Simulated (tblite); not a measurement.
C₃H₇F₃OSi.
Structure used (GFN2-xTB), in Å, numbered top down from 1:
```
atom  x, y, z in Å
F1    -2.5225    1.3729    0.2808
C2    -2.3849    0.0859   -0.0736
F3    -3.4704   -0.5516    0.3881
F4    -2.4661    0.0522   -1.4126
C5    -1.1020   -0.5243    0.4448
C6     0.1230    0.2198   -0.0958
O7     1.2696   -0.3785    0.4101
Si8    2.8261    0.0185    0.1548
H9    -1.1129   -0.4788    1.5349
H10   -1.0674   -1.5707    0.1370
H11    0.1255    0.1803   -1.1924
H12    0.0792    1.2735    0.2071
H13    3.1621   -0.0701   -1.2684
H14    3.4398   -1.0086    0.9768
H15    3.0963    1.3873    0.6018
```

All values are computed: GFN2-xTB (tblite) harmonic vibrations without scaling, gas phase. The method is semi-empirical: single wavenumbers can be off by several per cent or more. Modes of hydrogen on silicon can be 10 to 20 % off. One conformer, not necessarily the lowest.

Harmonic wavenumbers (cm⁻¹): 29.5, 57.6, 85.0, 91.7, 169.9, 208.0, 267.1, 331.4, 379.5, 476.8, 501.5, 585.3, 595.9, 632.6, 739.5, 789.8, 800.9, 806.5, 835.2, 853.2, 961.8, 1055.5, 1078.6, 1119.9, 1158.3, 1177.3, 1191.9, 1272.0, 1281.0, 1366.2, 1442.6, 1484.7, 2227.3, 2259.2, 2365.6, 2899.5, 2922.9, 3003.8, 3007.1.

A = 4757, B = 613.5, C = 608.7 MHz; mass 144.022 u (most abundant isotopes); point group Cs, symmetry number 1.

Task: What is the zero-point energy?

Result: ½Σν̃ = 21256 cm⁻¹ = 60.77 kcal/mol.

Task: What is S at 400 K and 1 bar for an ideal gas of classical rigid rotors and harmonic oscillators?

Result: Translation 42.29, rotation 30.46, vibration 40.25: S = 113.0 cal/(mol K).

Task: And Cp and H(400 K) − H(0)?

Result: Cp = 44.60 cal/(mol K), of which vibrations give 36.66 (their classical limit is 39 R = 77.5); H(400 K) − H(0) = 11.01 kcal/mol without the zero-point energy, 7.83 from vibrations.

Task: Blend soft modes into free rotors: weight 1/[1 + (100 cm⁻¹/ν̃)⁴] for the oscillator and the rest for a rotor with moment μB/(μ + B), μ = h/(8π²ν), B = 10⁻⁴⁴ kg m². What vibrational entropy results?

Result: 35.60 cal/(mol K) in place of 40.25, which changes −T·S at 400 K by +1.86 kcal/mol.

Task: How do the functions run with temperature in this model?

Result: 
| T (K) | S (cal/(mol K)) | Cp (cal/(mol K)) | H − H(0) (kcal/mol) | G − H(0) (kcal/mol) | ln q(vib) |
| --- | --- | --- | --- | --- | --- |
| 150 | 81.1 | 23.3 | 2.45 | -9.72 | 3.92 |
| 250 | 95.1 | 32.2 | 5.22 | -18.55 | 6.61 |
| 298.15 | 101.1 | 36.5 | 6.87 | -23.28 | 7.85 |
| 600 | 133.5 | 56.3 | 21.19 | -58.89 | 15.16 |
| 900 | 158.5 | 66.7 | 39.78 | -102.83 | 21.64 |

q(vib) and H(0) count from the zero-point level.

Hindered rotation and anharmonicity are outside this model. Other conformers, if any are populated, would add a mixing term that is left out.
